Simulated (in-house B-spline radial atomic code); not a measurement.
RPA and G0W0 on CAM-B3LYP: the fluorine ion F⁵⁺

Configuration [He] 2s2, mean-field start CAM-B3LYP. Computed with an all-electron radial atomic-structure program (B-spline basis): all electrons, non-relativistic, point nucleus, each spin shell either full or empty, empty states to l = 9 with an (l + 1/2)⁻⁴ tail; G0W0 by contour deformation at full frequency.

Command:
```bash
python run_gw.py task.json out
```
Settings (radii: box in bohr, nucleus in fm):
```
Z                        9
electrons                4
configuration            [He] 2s2
hamiltonian              nr
method                   camb3lyp
lmax                     9
spin_polarised           False
box_radius               10.43
intervals                45
ion_configuration        [He] 2s1
```

Time taken, with all properties: 0.6 s on 1 thread of AMD EPYC 9R45 96-Core Processor (Zen 5), on a shared host.

Energies (hartree):

```
                                     term      value
                         mean-field total  -88.02141
Hartree-Fock functional on these orbitals  -87.93218
                      direct second order   -0.31286
                    second-order exchange    0.15319
                         SOSEX correction    0.12197
```

Question: What is the RPA correlation energy, and what remains with SOSEX?

Answer: RPA gives -0.24935 hartree (-1.7 eV per electron); RPA + SOSEX gives -0.12738, and the second-order doubles -0.15967 hartree (no singles). SOSEX takes back 49 % of the RPA value.

Quasi-particle levels (eV):

```tsv
level	occupied	mean field	Σx - vxc	Σc	QP weight	G0W0
2s	yes	-148.34	-5.81	?	?	?
1s	yes	-830.58	-41.85	6.00	0.905	-866.44
2p	no	-123.62	10.42	-1.66	0.974	-114.85
```

G0W0 = mean field + (Σx - vxc) + Σc, with Σc (partial-wave tail included) taken at the quasi-particle energy.

Question: Where does G0W0 put 2s?

Answer: At -156.87 eV, with Σc = -2.72 eV and a quasi-particle weight of 0.960. The tabulated removal energy is 157.163 eV (NIST, measured).

Question: What does it cost to remove one electron (to [He] 2s1) by differences of total energies, each species on its own start (correlation terms add to the Hartree-Fock functional)?

Answer: CAM-B3LYP 155.51 eV, Hartree-Fock functional 153.85 eV, + RPA 156.75 eV, + RPA + SOSEX 155.97 eV, + second order 156.79 eV. Tabulated: 157.163 eV (NIST, measured).
